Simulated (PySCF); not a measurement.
## Two-photon absorption: SMILES C#Cc1cc[o+]cc1, [C₇H₅O]+, charge +1

Geometry (Å), atoms numbered from 1 in this order:
```xyz
13

C     2.893   -0.254   -0.281
C     1.687   -0.153   -0.189
C     0.287   -0.036   -0.082
C    -0.362    1.203   -0.300
C    -1.723    1.261   -0.183
O    -2.438    0.193    0.128
C    -1.873   -0.984    0.340
C    -0.518   -1.152    0.248
H     3.966   -0.343   -0.363
H     0.201    2.101   -0.558
H    -2.337    2.153   -0.326
H    -2.596   -1.764    0.586
H    -0.079   -2.135    0.428
```

Total charge +1.

Theory: TDDFT CAM-B3LYP/aug-cc-pVDZ excited states, vertical, gas phase in PySCF. Geometry: PBE0-D3(BJ)/def2-SVP.

Give the one- and two-photon strengths of the lowest singlets.

δ for parallel linear polarisation; σ at the peak of a Lorentzian of half width 0.1 eV, single beam; Ω is circular over linear.
```
state  E (eV)      f  photon λ (nm)  δ (au)  σ (GM)     Ω                main
   S1    3.83  0.000            647    <0.1    0.00     –    HOMO−1→LUMO 0.95
   S2    4.54  0.332            547     427    3.22  0.87      HOMO→LUMO 0.93
   S3    5.12  0.111            485    45.5    0.44  1.50    HOMO−2→LUMO 0.91
   S4    6.27  0.062            396    2.55    0.04  1.50    HOMO→LUMO+1 0.93
   S5    6.42  0.001            386    1.55    0.02  1.50    HOMO−4→LUMO 0.96
   S6    6.61  0.001            375    <0.1    0.00     –  HOMO−1→LUMO+1 0.97
```

Among these, the strongest one-photon state is S2, the strongest two-photon state S2.
